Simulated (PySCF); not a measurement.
# Dipole response of P²⁺ (phosphorus, charge +2)

[Ne] 3s1 3p2, high-spin 4P determinant (an excited configuration). All numbers are calculated (PySCF 2.14, no relativity, point nucleus, in aug-cc-pV(Q+d)Z (7s6p5d3f2g, 89 functions)). Coupled (time-dependent) response in atomic units; α is the mean over directions.

```
method  mean α (bohr³)         α xx, yy, zz  C₆ (like pair)  S(−4)
   UHF           8.150  9.177, 7.637, 7.637           27.55  28.56
   PBE           8.149  8.953, 7.748, 7.748           27.43  29.06
  PBE0           8.114  8.989, 7.676, 7.676           27.28  28.66
  TPSS           8.113  8.978, 7.681, 7.681           27.49  28.31
```

S(−4) is the Cauchy moment in α(ω) = α(0) + S(−4) ω² + …

α(iu) at PBE:

```csv
u (hartree),α(iu) (bohr³)
0,8.149
0.0500,8.077
0.100,7.869
0.200,7.140
0.300,6.196
0.500,4.389
0.750,2.843
1.00,1.940
1.50,1.063
2.00,0.6833
3.00,0.3709
5.00,0.1790
```

A single London oscillator, α(iu) = α/(1 + u²/ω²), gives C₆ = (3/4) ω α². Matching the computed C₆ needs ω = 4 × 27.43 / (3 × 8.149²) = 0.551 hartree.

For an ion, C₆ is the dispersion term alone; charge-induced terms of lower order in 1/R come first.

The components differ because the open shell of this determinant is not spherical; for a pure term their mean is the scalar polarisability.
